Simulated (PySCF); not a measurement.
`CC1=C(C)C(C=O)=CC=C1`, C9H10O

Molfile (atoms numbered from 1):
```
C9H10O
     RDKit          3D

 20 20  0  0  0  0  0  0  0  0999 V2000
   -2.5574   -0.5690    0.0063 C   0  0  0  0  0  0  0  0  0  0  0  0
   -1.2295    0.1316   -0.0773 C   0  0  0  0  0  0  0  0  0  0  0  0
   -1.2019    1.5303   -0.1123 C   0  0  0  0  0  0  0  0  0  0  0  0
   -0.0071    2.2431   -0.1894 C   0  0  0  0  0  0  0  0  0  0  0  0
    1.1909    1.5493   -0.2329 C   0  0  0  0  0  0  0  0  0  0  0  0
    1.1922    0.1498   -0.1995 C   0  0  0  0  0  0  0  0  0  0  0  0
    2.5138   -0.5191   -0.2503 C   0  0  0  0  0  0  0  0  0  0  0  0
    3.5660    0.0701   -0.3178 O   0  0  0  0  0  0  0  0  0  0  0  0
   -0.0129   -0.5805   -0.1215 C   0  0  0  0  0  0  0  0  0  0  0  0
   -0.0020   -2.0862   -0.0861 C   0  0  0  0  0  0  0  0  0  0  0  0
   -2.6384   -1.1907    0.9123 H   0  0  0  0  0  0  0  0  0  0  0  0
   -2.7287   -1.2307   -0.8578 H   0  0  0  0  0  0  0  0  0  0  0  0
   -3.3792    0.1594    0.0318 H   0  0  0  0  0  0  0  0  0  0  0  0
   -2.1506    2.0734   -0.0776 H   0  0  0  0  0  0  0  0  0  0  0  0
   -0.0199    3.3351   -0.2149 H   0  0  0  0  0  0  0  0  0  0  0  0
    2.1558    2.0578   -0.2936 H   0  0  0  0  0  0  0  0  0  0  0  0
    2.5015   -1.6349   -0.2227 H   0  0  0  0  0  0  0  0  0  0  0  0
   -1.0152   -2.4988   -0.0257 H   0  0  0  0  0  0  0  0  0  0  0  0
    0.4683   -2.5114   -0.9863 H   0  0  0  0  0  0  0  0  0  0  0  0
    0.5566   -2.4692    0.7820 H   0  0  0  0  0  0  0  0  0  0  0  0
  1  2  1  0
  2  3  2  0
  3  4  1  0
  4  5  2  0
  5  6  1  0
  6  7  1  0
  7  8  2  0
  6  9  2  0
  9 10  1  0
  9  2  1  0
  1 11  1  0
  1 12  1  0
  1 13  1  0
  3 14  1  0
  4 15  1  0
  5 16  1  0
  7 17  1  0
 10 18  1  0
 10 19  1  0
 10 20  1  0
M  END
```

Computed with quadratic response CAM-B3LYP/aug-cc-pVDZ first hyperpolarisability, Taylor convention, gas phase in PySCF 2.14.0. Geometry: PBE0-D3(BJ)/def2-SVP.

(1) Give β for the processes computed.

(2) Which lowest excitations, dipole and polarisabilities go with it?

Results:

(1) In au, Taylor convention; the vector part is βᵢ = ⅓ Σⱼ (βᵢⱼⱼ + βⱼᵢⱼ + βⱼⱼᵢ); β∥ is 3/5 of the vector part along the dipole, the dipole points from − to +:
```csv
process,λ (nm),β vector norm,β∥,β HRS,depolarisation ratio
"static β(0;0,0)",∞,172.5,93.0,86.4,3.16
"second harmonic β(−2ω;ω,ω)",1907,200.2,107.9,97.1,3.41
"Pockels β(−ω;ω,0)",1907,181.3,97.7,–,–
"second harmonic β(−2ω;ω,ω)",1064,281.8,151.8,128.5,4.07
"Pockels β(−ω;ω,0)",1064,202.4,109.1,–,–
```

(2) S1 3.75 eV (f = 0.000); S2 4.60 eV (f = 0.041); S3 5.08 eV (f = 0.199); dipole 3.95 D; isotropic α 111.2 au static, 111.7 au at 1907 nm, 112.7 au at 1064 nm, 113.1 au at 953.5 nm, 117.9 au at 532 nm.
